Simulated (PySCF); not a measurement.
## Working out the ionisation energy of Cd²⁺

Cd²⁺ [Kr] 4d10 (1S) → Cd³⁺ [Kr] 4d9 (2D). Computed with PySCF 2.14 in aug-cc-pwCVDZ-PP with ECP28MDF (6s6p5d3f, 70 functions), with a scalar-relativistic core potential. Frozen: nothing. Energies in hartree (1 hartree = 27.21139 eV):

```
            part  Cd²⁺ (lower)  Cd³⁺ (upper)
             UHF   -165.996350   -164.676259
CCSD correlation     -0.546197     -0.498140
             (T)     -0.011163     -0.008571
```

Task: What does Hartree-Fock give?

Result: (-164.676259) − (-165.996350) = 1.320091 hartree = 35.922 eV.

Task: What do CCSD and CCSD(T) give?

Result: The CCSD correlation energies differ by 0.048057 hartree = 1.308 eV and the triples by 0.002592 hartree = 0.071 eV, so CCSD gives 37.230 eV and CCSD(T) 37.301 eV.

Reference: 37.468 ± 0.006 eV (measured; NIST Atomic Spectra Database, ionization energies), between the lowest levels; spin-orbit coupling is absent from the calculation.

A double-zeta basis recovers only part of the correlation energy.

What remains against the reference includes basis incompleteness and higher excitations.
